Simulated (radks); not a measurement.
Results of a calculation; reference values are marked as such.
Q: Coherent X-ray form factor from a spherical all-electron density. Level of theory: scalar-relativistic Kohn-Sham, BLYP, spin-polarised, spherical densities, point nucleus (a radial shooting solver on a logarithmic mesh with Libxc functionals).

| sin(theta)/lambda (1/angstrom) | f0 (electrons) |
|---|---|
| 0.05 | 39.997 |
| 0.1 | 37.631 |
| 0.15 | 34.901 |
| 0.2 | 32.278 |
| 0.25 | 29.876 |
| 0.3 | 27.713 |
| 0.4 | 24.112 |
| 0.5 | 21.348 |
| 0.6 | 19.143 |
| 0.8 | 15.511 |
| 1 | 12.423 |
| 1.25 | 9.450 |
| 1.5 | 7.530 |
| 2 | 5.677 |

The species is in the configuration that NIST lists as its ground one. Which atom or ion scatters so?

A: Neutral niobium, [Kr] 4d4 5s1. Extrapolating in s^2 from the first two rows gives f0(0) = 40.8, near the electron count 41; among species with that count, the fall with angle is slower the higher Z, and the table is that of Z = 41; from so few rows the species is fixed only to a neighbour or two.
